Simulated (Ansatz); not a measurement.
Start from `C=C[CH2][GaH2]` and change one atom or group to get `C=CCO[SiH3]`.

Ansatz, PBE0-D4/def2-TZVP geometries, multiplicity 1. Each molecule was computed in one conformer, which needn't be the lowest.

Scalar relativity is left out up to krypton.

| property | `C=C[CH2][GaH2]` |
| --- | --- |
| HOMO–LUMO gap (PBE/def2-TZVPP) / eV | 4.32 |
| HOMO–LUMO gap (B3LYP/def2-TZVPP) / eV | 5.74 |
| HOMO energy (B3LYP/def2-TZVPP) / eV | -6.57 |
| HOMO energy (ωB97M-V/def2-TZVPP) / eV | -8.84 |
| LUMO energy (PBE0/def2-TZVPP) / eV | -0.60 |
| LUMO energy (ωB97M-V/def2-TZVPP) / eV | 1.14 |

**Question.** What does the change do to each property? (Estimate.)

**Answer.** Ansatz gave: 
| property | `C=CCO[SiH3]` | shift |
| --- | --- | --- |
| HOMO–LUMO gap (PBE/def2-TZVPP) / eV | 5.34 | 1.02 |
| HOMO–LUMO gap (B3LYP/def2-TZVPP) / eV | 7.14 | 1.40 |
| HOMO energy (B3LYP/def2-TZVPP) / eV | -7.53 | -0.96 |
| HOMO energy (ωB97M-V/def2-TZVPP) / eV | -10.04 | -1.20 |
| LUMO energy (PBE0/def2-TZVPP) / eV | -0.16 | 0.44 |
| LUMO energy (ωB97M-V/def2-TZVPP) / eV | 1.75 | 0.61 |

With PBE0 the HOMO falls by 0.98 eV and the LUMO rises by 0.44 eV, so the gap widens by about 1.42 eV. PBE moves the HOMO by -0.73 eV and ωB97M-V by -1.20 eV. The zero-point energy changes by 44.4 kJ/mol with +6 modes.

B3LYP here is the variant with VWN-RPA as its local correlation; programs differ in this.
